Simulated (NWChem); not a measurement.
System: TiH4S2; SMILES [SH][TiH2][SH]

Here is an NWChem input.

```
start job
memory heap 200 mb stack 900 mb global 1100 mb
geometry units angstroms noautoz
  Ti     0.383183    -0.137601    -0.110754
  H      1.729220    -0.101846    -1.127854
  H      0.903375    -0.001076     1.490331
  S     -0.999344     1.570595    -0.546274
  H     -0.744620     1.795394     0.778084
  S     -0.541953    -2.173634    -0.284754
  H      0.753679    -2.585389    -0.191364
end
basis spherical
  Ti library 6-31g*
  H library 6-31g*
  S library 6-31g*
end
dft
  xc xpbe96 cpbe96
  iterations 150
  mulliken
end
task dft energy
```

NWChem printed, in part:

```
             Northwest Computational Chemistry Package (NWChem) 7.3.0
             --------------------------------------------------------

 C1  symmetry detected

                             Geometry "geometry" -> ""
                             -------------------------

 Output coordinates in angstroms (scale by  1.889725989 to convert to a.u.)

  No.       Tag          Charge          X              Y              Z
 ---- ---------------- ---------- -------------- -------------- --------------
    1 Ti                  22.0000     0.64111767     0.00512342    -0.01668656
    2 H                    1.0000     1.68035704    -0.07843301    -1.34355742
    3 H                    1.0000     1.55971064    -0.02214368     1.40040745
    4 S                   16.0000    -0.54755055     1.90388071    -0.04462873
    5 H                    1.0000     0.06016679     2.01527373     1.17504920
    6 S                   16.0000    -0.57936063    -1.87676544     0.00589670
    7 H                    1.0000     0.62575582    -2.46125666    -0.24508242

 Effective nuclear repulsion energy (a.u.)     253.2797279456

  pbe96 is a nonlocal functional; adding pw91lda local functional.

                                 NWChem DFT Module
                                 -----------------

 Summary of "ao basis" -> "ao basis" (spherical)
 ------------------------------------------------------------------------------
       Tag                 Description            Shells   Functions and Types
 ---------------- ------------------------------  ------  ---------------------
 Ti                          6-31g*                 12       34   5s4p2d1f
 H                           6-31g*                  2        2   2s
 S                           6-31g*                  8       18   4s3p1d

            General Information
            -------------------
          SCF calculation type: DFT
          Wavefunction type:  closed shell.
          No. of atoms     :     7
          No. of electrons :    58
           Alpha electrons :    29
            Beta electrons :    29
          Charge           :     0
          Spin multiplicity:     1
          Use of symmetry is: off; symmetry adaption is: off
          Maximum number of iterations: 150
          AO basis - number of functions:    78
                     number of shells:    36
          Convergence on energy requested:  1.00D-06
          Convergence on density requested:  1.00D-05
          Convergence on gradient requested:  5.00D-04

              XC Information
              --------------
          PerdewBurkeErnzerhof Exchange Functional  1.000
            Perdew 1991 LDA Correlation Functional  1.000 local
           PerdewBurkeErnz. Correlation Functional  1.000 non-local

             Grid Information
             ----------------
          Grid used for XC integration:  medium
          Radial quadrature: Mura-Knowles
          Angular quadrature: Lebedev.
          Tag              B.-S. Rad. Rad. Pts. Rad. Cut. Ang. Pts.
          ---              ---------- --------- --------- ---------
          Ti                  1.40      112           9.0       590
          H                   0.35       45          12.0       434
          S                   1.00       88          11.0       590
          Grid pruning is: on
          Number of quadrature shells:   468
          Spatial weights used:  Erf1

      Superposition of Atomic Density Guess
      -------------------------------------

 Sum of atomic energies:       -1645.20550165

      Non-variational initial energy
      ------------------------------

 Total energy =   -1645.507209
 1-e energy   =   -2768.139554
 2-e energy   =     869.352617
 HOMO         =      -0.307525
 LUMO         =       0.012432

     ---------------------------------------------
      Total Density - Mulliken Population Analysis
     ---------------------------------------------

    Atom       Charge   Shell Charges
 -----------   ------   -------------------------------------------------------
    1 Ti  22    20.26   2.00  2.00  6.00  2.00  6.01  0.65  0.54  0.16  0.03  0.27  0.60  0.01
    2 H    1     1.39   0.54  0.85
    3 H    1     1.38   0.54  0.84
    4 S   16    16.75   2.00  2.00  5.98  1.34  3.32  0.53  1.56  0.02
    5 H    1     0.73   0.38  0.35
    6 S   16    16.76   2.00  2.00  5.98  1.34  3.32  0.53  1.57  0.02
    7 H    1     0.73   0.38  0.34

   convergence    iter        energy       DeltaE   RMS-Dens  Diis-err
 ---------------- ----- ----------------- --------- --------- ---------
 d= 0,ls=0.0,diis     1  -1647.1249237165 -1.90D+03  6.60D-02  1.72D+00
 d= 0,ls=0.0,diis     2  -1628.2646372165  1.89D+01  2.30D-02  1.20D+02
 d= 0,ls=0.0,diis     3  -1635.5184359697 -7.25D+00  6.63D-03  1.01D+02
 d= 0,ls=0.0,diis     4  -1633.4409484287  2.08D+00  2.19D-03  1.09D+02
 d= 0,ls=0.0,diis     5  -1634.1834305410 -7.42D-01  7.85D-03  1.07D+02
 d= 0,ls=0.0,diis     6  -1635.8476252754 -1.66D+00  2.43D-03  1.01D+02
 d= 0,ls=0.0,diis     7  -1636.0883358258 -2.41D-01  3.57D-03  9.98D+01
 d= 0,ls=0.0,diis     8  -1636.3592002286 -2.71D-01  3.23D-04  9.90D+01
  Resetting Diis
 d= 0,ls=0.0,diis     9  -1636.3721498764 -1.29D-02  4.51D-04  9.89D+01
 d= 0,ls=0.0,diis    10  -1636.3418921687  3.03D-02  2.28D-01  9.90D+01
 d= 0,ls=0.0,diis    11  -1591.9397604976  4.44D+01  2.55D-01  7.06D+01
 d= 0,ls=0.0,diis    12  -1606.2993505692 -1.44D+01  9.06D-02  1.23D+02
 d= 0,ls=0.0,diis    13  -1617.4291863347 -1.11D+01  2.17D-03  1.34D+02
 d= 0,ls=0.0,diis    14  -1617.5644089951 -1.35D-01  6.33D-04  1.34D+02
 d= 0,ls=0.0,diis    15  -1617.5645732784 -1.64D-04  2.47D-03  1.34D+02
 d= 0,ls=0.0,diis    16  -1617.6004809779 -3.59D-02  7.52D-03  1.34D+02
 d= 0,ls=0.0,diis    17  -1617.5015139068  9.90D-02  4.09D-04  1.33D+02
 d= 0,ls=0.0,diis    18  -1617.4801763523  2.13D-02  1.91D-03  1.33D+02
 d= 0,ls=0.0,diis    19  -1617.3885174302  9.17D-02  2.64D-02  1.33D+02
 d= 0,ls=0.0,diis    20  -1617.6603398565 -2.72D-01  1.85D-02  1.33D+02
 d= 0,ls=0.0,diis    21  -1614.9775806507  2.68D+00  2.37D-01  1.32D+02
 d= 0,ls=0.0,diis    22  -1577.1813148715  3.78D+01  2.33D-01  9.83D+01
 d= 0,ls=0.0,diis    23  -1622.5765207501 -4.54D+01  2.53D-02  1.28D+02
 d= 0,ls=0.0,diis    24  -1621.5577002887  1.02D+00  1.73D-02  1.33D+02
 d= 0,ls=0.0,diis    25  -1625.5799837581 -4.02D+00  4.89D-02  1.20D+02
 d= 0,ls=0.0,diis    26  -1640.5581501421 -1.50D+01  5.44D-02  4.03D+01
 d= 0,ls=0.0,diis    27  -1644.6181076572 -4.06D+00  9.12D-02  1.84D+01
 d= 0,ls=0.0,diis    28  -1642.8988020059  1.72D+00  1.09D-01  1.44D+01
 d= 0,ls=0.0,diis    29  -1645.2757712597 -2.38D+00  7.25D-02  6.93D+00
 d= 0,ls=0.0,diis    30  -1647.3821405602 -2.11D+00  1.97D-02  9.43D-01
 d= 0,ls=0.0,diis    31  -1647.4192585682 -3.71D-02  1.31D-02  9.06D-01
 d= 0,ls=0.0,diis    32  -1647.5406553997 -1.21D-01  2.90D-03  3.66D-01
 d= 0,ls=0.0,diis    33  -1647.5793567251 -3.87D-02  1.66D-03  6.75D-02
 d= 0,ls=0.0,diis    34  -1647.5873802076 -8.02D-03  1.05D-03  1.80D-02
 d= 0,ls=0.0,diis    35  -1647.5899322761 -2.55D-03  3.15D-04  6.87D-04
 d= 0,ls=0.0,diis    36  -1647.5900279111 -9.56D-05  1.41D-04  1.48D-04
 d= 0,ls=0.0,diis    37  -1647.5900548088 -2.69D-05  3.88D-05  6.77D-06
 d= 0,ls=0.0,diis    38  -1647.5900559167 -1.11D-06  1.06D-05  1.16D-06
 d= 0,ls=0.0,diis    39  -1647.5900560951 -1.78D-07  1.93D-06  1.39D-08

         Total DFT energy =    -1647.590056095096
      One electron energy =    -2770.165373427567
           Coulomb energy =      963.590060130705
    Exchange-Corr. energy =      -94.294470743840
 Nuclear repulsion energy =      253.279727945606

 Numeric. integr. density =       57.999998793221

                       DFT Final Molecular Orbital Analysis
                       ------------------------------------

 Vector   27  Occ=2.000000D+00  E=-2.757099D-01
              MO Center=  1.1D+00,  1.3D-01, -2.1D-01, r^2= 2.8D+00
   Bfn.  Coefficient  Atom+Function         Bfn.  Coefficient  Atom+Function
  ----- ------------  ---------------      ----- ------------  ---------------
    21      0.343284  1 Ti d  1              36      0.313866  2 H  s
    26      0.241686  1 Ti d  1              38     -0.242010  3 H  s
    35      0.235255  2 H  s                 45     -0.192960  4 S  px
    37     -0.176476  3 H  s                  9      0.136322  1 Ti pz
    47      0.114733  4 S  pz                49     -0.097477  4 S  px

 Vector   28  Occ=2.000000D+00  E=-2.675842D-01
              MO Center= -2.3D-01, -4.4D-01, -8.9D-02, r^2= 4.3D+00
   Bfn.  Coefficient  Atom+Function         Bfn.  Coefficient  Atom+Function
  ----- ------------  ---------------      ----- ------------  ---------------
    67      0.481331  6 S  pz                71      0.277877  6 S  pz
    45      0.263186  4 S  px                46      0.191742  4 S  py
    63     -0.184807  6 S  pz                49      0.158816  4 S  px
    19     -0.157496  1 Ti d -1              21      0.146361  1 Ti d  1
    47     -0.144488  4 S  pz                36      0.129414  2 H  s

 Vector   29  Occ=2.000000D+00  E=-2.625000D-01
              MO Center= -3.0D-01,  8.6D-02, -1.3D-01, r^2= 5.0D+00
   Bfn.  Coefficient  Atom+Function         Bfn.  Coefficient  Atom+Function
  ----- ------------  ---------------      ----- ------------  ---------------
    67     -0.404645  6 S  pz                45      0.368053  4 S  px
    71     -0.223693  6 S  pz                47     -0.206970  4 S  pz
    49      0.200414  4 S  px                46      0.193593  4 S  py
    65     -0.161394  6 S  px                63      0.154777  6 S  pz
    41     -0.140709  4 S  px                13     -0.135268  1 Ti pz

[...]
```

Level: PBE/6-31G* (spherical d). The geometry was optimised at PBE0/def2-SVP.
